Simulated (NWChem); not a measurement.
Molecule: MoO$_{2}$F$_{2}$; SMILES [F][Mo](=[O])(=[O])[F]

Program: NWChem. All runs use the structure optimised with PBE0/def2-SVP. def2 effective core potentials on Mo; no spin-orbit coupling. LC-ωPBE (HJS hole) with def2-SVP; x = 1 − exp(−ω/0.25 bohr⁻¹) is a scale chosen for this fit.

```csv
row,x,−ε(HOMO) (eV)
ω = 0.05,0.181,9.07
ω = 0.20,0.551,11.07
ω = 0.25,0.632,11.60
ω = 0.30,0.699,12.07
ω = 0.60,0.909,withheld
```

Problem. Fit a straight line of the last column on the one before it, predict the withheld value, and compare with the run.

Solution. 
1. Means of the 4 shown rows: x = 0.5157, y = 10.953. Slope Σ(x − x̄)(y − ȳ)/Σ(x − x̄)² = 0.9144/0.1604 = 5.701; intercept 8.012.
2. The shown rows scatter about the line by 0.057 (root mean square); the largest residual is -0.08, at ω = 0.20.
3. At x = 0.909 (ω = 0.60; beyond the shown range) the line gives 13.19.
4. The run gives 14.00, +0.81 from the line, 14.1 times the scatter.
